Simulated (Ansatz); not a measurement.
`C[CH]1[S][GeH2]1` and `[SiH3][CH]1[S][GeH2]1` differ in one atom or group.

Ansatz, PBE0-D4/def2-TZVP geometries, multiplicity 1. 

Scalar relativity is left out up to krypton.

```csv
property,`C[CH]1[S][GeH2]1`
LUMO energy (PBE/def2-TZVPP) / eV,-1.28
HOMO energy (PBE0/def2-TZVPP) / eV,-6.71
LUMO energy (ωB97M-V/def2-TZVPP) / eV,1.39
LUMO energy (B3LYP/def2-TZVPP) / eV,-0.68
HOMO–LUMO gap (PBE/def2-TZVPP) / eV,4.23
HOMO energy (B3LYP/def2-TZVPP) / eV,-6.46
```

(1) What does the change do to each property? (Best estimate.)

Results:

(1) The calculation gave: 
```
                             property  `[SiH3][CH]1[S][GeH2]1`  shift
    LUMO energy (PBE/def2-TZVPP) / eV                    -1.49  -0.21
   HOMO energy (PBE0/def2-TZVPP) / eV                    -6.82  -0.11
LUMO energy (ωB97M-V/def2-TZVPP) / eV                     1.18  -0.21
  LUMO energy (B3LYP/def2-TZVPP) / eV                    -0.88  -0.20
  HOMO–LUMO gap (PBE/def2-TZVPP) / eV                     4.14  -0.09
  HOMO energy (B3LYP/def2-TZVPP) / eV                    -6.57  -0.11
```

With PBE0 the HOMO falls by 0.11 eV and the LUMO falls by 0.20 eV, so the gap narrows by about 0.09 eV. PBE moves the HOMO by -0.12 eV and ωB97M-V by -0.09 eV.

B3LYP here is the variant with VWN-RPA as its local correlation; programs differ in this.
